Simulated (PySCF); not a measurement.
# Spinor energies of Se¹⁹⁺ (selenium, charge +19)

Start: [Ne] 3s2 3p3; 3p1/2 filled at m_j = -1/2, +1/2; 3p3/2 filled at m_j = +3/2. Calculated with PySCF 2.14 in an even-tempered Gaussian basis (19 s from 2.1 bohr⁻², ratio 2.4; 13 p from 2.7 bohr⁻², ratio 2.4; 5 d from 11 bohr⁻², ratio 2.6; 4 f from 17 bohr⁻², ratio 2.6): generalised Hartree-Fock with the X2C-1e Hamiltonian and a Gaussian nucleus; one run each with spin-orbit coupling (SO) switched off, then screened by Boettger's factors.

```csv
spinor shell,electrons,"ε, spin-free (eV)","ε, screened SO (eV)",weight of nominal j (screened SO),"rms radius, screened SO (bohr)"
1s1/2,2,-13505.1,-13504.5,1.000,0.0508
2s1/2,2,-2442.9,-2442.6,1.000,0.209
2p1/2,2,-2236.2,-2267.0,0.992,0.184
2p3/2,4,-2236.2,-2221.1,0.996,0.187
3s1/2,2,-852.36,-852.24,1.000,0.528
3p1/2,2,-796.65,-798.65,0.765,0.519
3p3/2,1,-796.65,-792.66,1.000,0.524
```

```csv
quantity,spin-free,screened SO
E (hartree),-2223.11675,-2223.31884
M_J,3/2,3/2
⟨J²⟩,3.750,3.763
⟨L²⟩,0.000,0.380
⟨S²⟩,3.750,3.269
```

Each row is a mean over spinors that exchange with the open shell spreads, by up to 29.254 eV (3s1/2).

Rows whose weight is well below 1 are mixtures of j = l ± 1/2: exchange outweighs spin-orbit coupling there, and the label is only the starting occupation.

Without spin-orbit coupling the j labels of p, d and f shells carry no meaning; the spin-free column gives the mean over the occupied spinors of each nl shell.
